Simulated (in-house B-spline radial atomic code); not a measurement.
Pd: [Kr] 4d10

Computed with an all-electron radial atomic-structure program (B-spline basis): non-relativistic CAM-B3LYP, spin-polarised, spherical fractional occupations, point nucleus.

Screening seen three ways: the hydrogenic charge with the same mean radius, Z_r = [3n² - l(l+1)]/(2<r>), the one with the same energy, Z_e = n√(-2ε), and Slater's rules. Values are occupation-weighted means over spin.

```
shell  electrons   ε (eV)  <r> (bohr)    Z_r    Z_e  Slater
   1s          2   -23502      0.0331  45.31  41.56   45.70
   2s          2  -3380.4      0.1438  41.74  31.53   41.85
   2p          6  -3138.5      0.1229  40.68  30.38   41.85
   3s          2  -614.47      0.3915  34.49  20.16   34.75
   3p          6  -517.48      0.3839  32.56  18.50   34.75
   3d         10  -338.65      0.3572  29.40  14.97   24.85
   4s          2   -84.61      0.9791  24.51   9.97   18.25
   4p          6    -54.3       1.061  21.68   7.99   18.25
   4d         10  -7.0347       1.562  13.44   2.88    6.85
```

The least bound orbital is 4d at -7.035 eV, and it is also the most diffuse (<r> = 1.562 bohr).
